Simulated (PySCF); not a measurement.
BCl₂, SMILES Cl[B]Cl, multiplicity 2. Atoms are numbered in the order given.

```xyz
3

Cl     0.0000    -1.5325    -0.1017
B      0.0000     0.0000     0.6919
Cl     0.0000     1.5325    -0.1017
```
Charge 0, spin multiplicity 2.

The structure is a stationary point at r2SCAN-D4/def2-TZVP. The isomer is the one that the SMILES or the coordinates give; other isomers of the formula were not compared.

Two levels are set side by side: PBE/pcH-1 (PySCF) and PBE0/pcH-1 (PySCF). Contact hyperfine couplings, same geometry. Differences are taken from unrounded values.

```csv
quantity,PBE0,PBE,PBE minus PBE0
"A(iso) of 35Cl, atom Cl1 (MHz)",49.6,51.1,1.5
"A(iso) of 11B, atom B2 (MHz)",705.0,700.6,-4.4
"A(iso) of 35Cl, atom Cl3 (MHz)",49.6,51.1,1.5
```

Rough cost on one machine, each run with all the roots and properties that it gave: PBE0 against PBE within a factor of 2.
